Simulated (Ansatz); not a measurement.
Reaction (redistribution): `[CH3][Mg][O][SiH3]` + `[SiH3][N]([SiH3])[In]([Cl])[Cl]` → `[SiH3][O][Mg][N]([SiH3])[SiH3]` + `[CH3][In]([Cl])[Cl]`

Program: Ansatz. Geometries: PBE0-D4/def2-TZVP. ΔE: electronic, gas phase. CCSD(T)/CBS adds triple-zeta CCSD(T) − MP2 to the extrapolated MP2 energy (def2 sets, frozen cores). Elements past krypton have def2 core potentials. For In, Mg outer-core shells are correlated without core-valence functions, which leaves a few kJ/mol of doubt a bond. Each species was taken in one conformer, which may not be the lowest.

```json
{"species": "`[CH3][Mg][O][SiH3]`", "CCSD(T)/CBS(def2) energy (Eh)": "-605.89973"}
{"species": "`[SiH3][N]([SiH3])[In]([Cl])[Cl]`", "CCSD(T)/CBS(def2) energy (Eh)": "-1745.99574"}
{"species": "`[SiH3][O][Mg][N]([SiH3])[SiH3]`", "CCSD(T)/CBS(def2) energy (Eh)": "-1202.58589"}
{"species": "`[CH3][In]([Cl])[Cl]`", "CCSD(T)/CBS(def2) energy (Eh)": "-1149.33784"}
```

**Question.** Work out ΔE.

**Answer.** ΔE = (-1202.58589) + (-1149.33784) − (-605.89973) − (-1745.99574) = -0.02826 Eh = -17.7 kcal/mol.

Largest T1 diagnostic among the species: 0.013.

Leaving LDA and LC-ωPBE aside and taking each functional with its dispersion term where it has one, the values, not all of them listed here, spread over 2.3 kcal/mol, from r2SCAN0-D4 to BLYP-D4. LDA lies +1.4 kcal/mol from PBE without D4. The D4 term adds +1.7 kcal/mol with B3LYP and +0.9 kcal/mol with PBE0; it sums over pairs of atoms, weighted by their polarisabilities, and B3LYP, whose exchange is more repulsive, gets the larger term. In def2-TZVPP, CCSD(T) changes the Hartree–Fock value by +3.2 kcal/mol (the triples alone add +0.7 kcal/mol) and MP2 by +2.9 kcal/mol.

B3LYP here is the variant with VWN-RPA as its local correlation; programs differ in this.
